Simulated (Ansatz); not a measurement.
Geometry optimisation, RKS PBE/def2-SVP (Ansatz 0.2.0).

Input:

```yaml
crystal:
  periodic: [false, false, false]
  atoms:
    - { symbol: B, position_ang: [0.093822, -0.541854, -0.22727] }
    - { symbol: F, position_ang: [-0.242415, 0.43314, 2.075734] }
    - { symbol: F, position_ang: [1.228606, 0.129033, -0.419725] }
    - { symbol: F, position_ang: [-1.056953, -0.051361, -0.687338] }
    - { symbol: "N", position_ang: [0.12719, -1.900531, 0.379698] }
    - { symbol: H, position_ang: [-0.677444, -2.519079, 0.269714] }
    - { symbol: H, position_ang: [1.018054, -2.391622, 0.46289] }
    - { symbol: H, position_ang: [-0.167261, -0.497226, 2.114298] }
basis:
  gaussian: { orbitals: def2-SVP }
hamiltonian:
  xc: pbe
relax:
  f_tol: 0.03
  max_steps: 50
```

Run as:

```bash
$ ansatz run input.yaml --threads 2 --pin off --max-ram 3072MiB --backend cpu --events-out ev --progress --plain --runs-dir out
```

Task: Where does it end, and by what steps?

Result: It converged. After 6 steps the energy has fallen by 0.169 eV; F2 moved furthest, 0.31 Å.

| step | energy less start (eV) | largest force component (eV/Å) | accepted |
| --- | --- | --- | --- |
| 0 | 0.0000 | 1.929 | yes |
| 1 | -0.1141 | 0.743 | yes |
| 2 | -0.0826 | 1.621 | no |
| 3 | -0.1525 | 0.430 | yes |
| 4 | -0.1635 | 0.143 | yes |
| 5 | -0.1680 | 0.055 | yes |
| 6 | -0.1688 | 0.009 | yes |

```xyz
8
Properties=species:S:1:pos:R:3
B 0.103 -0.543 -0.310
F -0.246 0.194 2.279
F 1.241 0.109 -0.546
F -1.038 -0.064 -0.804
N 0.110 -1.756 0.448
H -0.703 -2.375 0.421
H 0.991 -2.246 0.613
H -0.134 -0.660 1.867
```

Whether the end is a true minimum wasn't checked by a vibrational analysis.

The run took 9.4 s on 2 threads of Arm Neoverse V1, on a shared host, peak memory 0.12 GiB.
